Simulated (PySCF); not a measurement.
Compound: CH4BFO.
SMILES with atom numbers: `[BH2:1][O:2][CH2:3][F:4]` (hydrogens: H5, H6 on B1; H7, H8 on C3)

Geometry (PBE0-D3(BJ)/def2-SVP, Å), atoms numbered from 1 in this order:
```xyz
8
CH4BFO angstrom
B      1.3088   -0.0945    0.1670
O      0.2415   -0.1335    0.9917
C     -1.0921   -0.0177    0.6396
F     -1.2728    0.1329   -0.6924
H      2.3805   -0.2152    0.7095
H      1.1862    0.0494   -1.0240
H     -1.6138   -0.9335    0.9651
H     -1.5097    0.8641    1.1544
```

The calculation used EOM-IP-CCSD/aug-cc-pVDZ in PySCF, restricted Hartree–Fock reference, frozen core, non-relativistic, gas phase, PBE0-D3(BJ)/def2-SVP geometry.

Hartree–Fock orbital energies give these Koopmans values (eV): HOMO 12.53, HOMO-1 13.25, HOMO-2 15.56, HOMO-3 16.27, HOMO-4 16.61, HOMO-5 17.77, HOMO-6 20.28, HOMO-7 20.38.

Task: What vertical ionisation energies does EOM-IP-CCSD give?

Result: 
```tsv
leading hole (HF orbital)	Koopmans (eV)	EOM-IP-CCSD (eV)	change (eV)	one-hole share
HOMO	12.53	11.69	-0.84	0.96
HOMO-1	13.25	12.07	-1.18	0.95
HOMO-3	16.27	14.22	-2.05	0.95
HOMO-2	15.56	14.32	-1.24	0.95
HOMO-4	16.61	14.49	-2.12	0.95
HOMO-5	17.77	16.40	-1.37	0.94
HOMO-6	20.28	18.29	-1.99	0.94
HOMO-7	20.38	18.39	-1.99	0.94
```

Task: Does the order of the lines follow the orbital energies?

Result: No: the HOMO-3 hole (14.22 eV) falls below the HOMO-2 hole (14.32 eV). The corrections run from -2.12 to -0.84 eV, with a mean of -1.60 eV over the 8 lines; no line lies above its Koopmans value. Koopmans values leave out both the relaxation of the orbitals and the change in correlation energy.

Task: At what kinetic energies would He I light (21.22 eV) eject these electrons?

Result: 9.53 eV (HOMO), 9.15 eV (HOMO-1), 7.00 eV (HOMO-3), 6.90 eV (HOMO-2), 6.73 eV (HOMO-4), 4.82 eV (HOMO-5), 2.93 eV (HOMO-6), 2.83 eV (HOMO-7).

Task: What total energy has the lowest final state, and which wavelength reaches it?

Result: E(CCSD) + ionisation energy = -239.89214 + 0.42950 = -239.46264 Eh, at the geometry of the initial state. The threshold wavelength is 1239.84 eV nm/11.69 eV = 106.1 nm.

Lines less than 0.15 eV apart could change places at a higher level. One root was sought for each valence orbital with −ε under 21 eV, eight at most, so deeper holes and satellites are missing; no vibrational structure.

Hardware: Arm Neoverse N1, one thread, no GPU, shared host with 64 logical CPUs at a one-minute load of 138. Cost: 3.0 min wall, 1.9 GiB resident at most.

One conformer stands for the species.
